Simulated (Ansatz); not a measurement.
`OB1CC1` + `[F][Ga]([F])[Cl]` → `FB1CC1` + `[OH][Ga]([F])[Cl]`  (redistribution)

Computed with Ansatz on PBE0-D4/def2-TZVP structures; ΔE is electronic, products minus reactants. CBS: MP2 limit from def2 TZ/QZ plus the TZ coupled-cluster correction, frozen cores. DFT in def2-TZVPP. B3LYP here is the variant with VWN-RPA as its local correlation; programs differ in this. HSE06 is defined as in plane-wave codes. For Ga outer-core shells are correlated without core-valence functions, which leaves a few kJ/mol of doubt a bond. Scalar relativity is left out up to krypton. One conformer a species, not always the lowest.

| level | ΔE (kJ/mol) | difference from CCSD(T)/CBS |
| --- | --- | --- |
| LDA (SPW92) | 19.6 | 2.2 |
| PBE-D4 | 21.1 | 3.7 |
| revPBE-D4 | 21.8 | 4.4 |
| BLYP-D4 | 20.2 | 2.8 |
| r2SCAN-D4 | 20.2 | 2.8 |
| B97M-V | 21.2 | 3.8 |
| PBE0-D4 | 21.4 | 4.0 |
| B3LYP-D4 | 20.4 | 3.0 |
| r2SCANh-D4 | 20.4 | 3.0 |
| r2SCAN0-D4 | 20.6 | 3.2 |
| BHLYP-D4 | 20.7 | 3.3 |
| CAM-B3LYP-D4 | 20.8 | 3.4 |
| ωB97X-V | 21.4 | 4.0 |
| ωB97M-V | 21.1 | 3.7 |
| B2PLYP | 20.4 | 3.0 |
| PBE-QIDH | 21.2 | 3.8 |
| PBE | 21.2 | 3.8 |
| revPBE | 21.3 | 3.9 |
| BLYP | 20.3 | 2.9 |
| PBE0 | 21.5 | 4.1 |
| B3LYP | 20.6 | 3.2 |
| r2SCANh | 20.4 | 3.0 |
| r2SCAN0 | 20.6 | 3.2 |
| HSE06 | 21.5 | 4.1 |
| BHLYP | 21.1 | 3.7 |
| LC-ωPBE | 23.0 | 5.6 |
| RPA@PBE/def2-TZVPP | 18.9 | 1.5 |
| HF/def2-SVP | 29.4 | 12.0 |
| MP2/def2-SVP | 30.7 | 13.3 |
| CCSD(T)/def2-SVP | 30.7 | 13.3 |
| HF/def2-TZVPP | 21.3 | 3.9 |
| MP2/def2-TZVPP | 20.1 | 2.7 |
| SCS-MP2/def2-TZVPP | 20.3 | 2.9 |
| CCSD/def2-TZVPP | 19.8 | 2.4 |
| CCSD(T)/def2-TZVPP | 19.8 | 2.4 |
| HF/def2-QZVPP | 22.5 | 5.1 |
| MP2/def2-QZVPP | 19.1 | 1.7 |
| SCS-MP2/def2-QZVPP | 19.8 | 2.4 |
| HF/CBS(def2) | 22.7 | 5.3 |
| MP2/CBS(def2) | 17.7 | 0.3 |
| CCSD(T)/CBS | 17.4 | 0 |

Largest T1 diagnostic among the species: 0.014.

At CCSD(T), def2-SVP lies +13.3 kJ/mol from the extrapolated value and def2-TZVPP +2.4 kJ/mol. Leaving LDA and LC-ωPBE aside and taking each functional with its dispersion term where it has one, the values spread over 1.6 kJ/mol, from BLYP-D4 to revPBE-D4.
